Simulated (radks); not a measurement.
Sb I, 51 electrons, occupied as [Kr] 4d10 5s2 5p3. All-electron calculation, scalar-relativistic Kohn-Sham, PBE, spin-unpolarised, spherical densities, finite nucleus; Fermi nuclear charge, rms radius 4.6802 fm. Program: a radial shooting solver on a logarithmic mesh with Libxc functionals.

Radial electron density D(r) = 4 pi r^2 rho(r):

```
   r/bohr * D(r) (the largest magnitude, 84.5, reaches the edge; | marks zero)
 0.002371 |    *
 0.002738 |     *
 0.003163 |      *
 0.003682 |        *
 0.004252 |           *
  0.00491 |             *
 0.005671 |                *
 0.006602 |                    *
 0.007625 |                       *
 0.008805 |                           *
  0.01025 |                               *
  0.01184 |                                   *
  0.01367 |                                      *
  0.01579 |                                        *
  0.01838 |                                          *
  0.02123 |                                          *
  0.02452 |                                         *
  0.02854 |                                       *
  0.03296 |                                     *
  0.03807 |                                    *
  0.04396 |                                     *
  0.05118 |                                        *
  0.05911 |                                            *
  0.06826 |                                                 *
  0.07947 |                                                     *
  0.09178 |                                                      *
    0.106 |                                                   *
   0.1224 |                                              *
   0.1425 |                                        *
   0.1646 |                                     *
   0.1901 |                                       *
   0.2213 |                                           *
   0.2555 |                                             *
   0.2951 |                                          *
   0.3408 |                                  *
   0.3968 |                        *
   0.4582 |                *
   0.5292 |             *
   0.6161 |              *
   0.7115 |               *
   0.8217 |               *
    0.949 |            *
    1.105 |         *
    1.276 |     *
    1.473 |   *
    1.715 |  *
    1.981 | *
    2.288 | *
    2.642 |*
    3.076 |*
    3.552 |*
    4.103 *
    4.776 *
    5.516 *
     6.37 *
    7.357 *
    8.564 *
    9.891 *
```

D(r) has 4 maxima, at r = 0.0199, 0.0882, 0.256, 0.752 bohr, and minima at 0.0390, 0.169, 0.546 bohr, inside which lie 1.99, 11.20, 28.93 electrons.
